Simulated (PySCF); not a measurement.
FH5OSi3, SMILES F[SiH]1[SiH2]O[SiH2]1. Atoms are numbered in the order given.

```xyz
10

F     -2.4205    -0.5452     0.0000
Si    -1.0994     0.4402     0.0000
Si     0.7494    -0.0529     1.4074
O      1.7282    -0.1118     0.0000
Si     0.7494    -0.0529    -1.4074
H     -1.6017     1.8610     0.0000
H      1.2593     1.0049     2.3479
H      0.7254    -1.3754     2.1248
H      0.7254    -1.3754    -2.1248
H      1.2593     1.0049    -2.3479
```

Coordinates come from a PBE-D3(BJ)/def2-SVP optimisation. This is a generated structure with no PubChem entry under its InChIKey; it may be hypothetical.

Two levels are set side by side: PBE/pcSseg-1 (PySCF) and PBE0/pcSseg-1 (PySCF). GIAO shifts against CFCl3 (¹⁹F), H2O (¹⁷O), TMS (²⁹Si), TMS (¹H) at the same level; non-relativistic, no solvent, atoms listed together averaged. Differences are taken from unrounded values.

```
quantity                     PBE0     PBE  PBE minus PBE0
-------------------------  ------  ------  --------------
δ(¹⁹F) of F1 (ppm)         -238.4  -252.7           -14.2
δ(²⁹Si) of Si2 (ppm)         60.9    62.5             1.6
δ(²⁹Si) of Si3, Si5 (ppm)    17.8    22.0             4.1
δ(¹⁷O) of O4 (ppm)           52.0    64.4            12.5
δ(¹H) of H6 (ppm)            7.08    7.34            0.25
```

Rough cost on one machine, each run with all the roots and properties that it gave: PBE0 against PBE within a factor of 2.
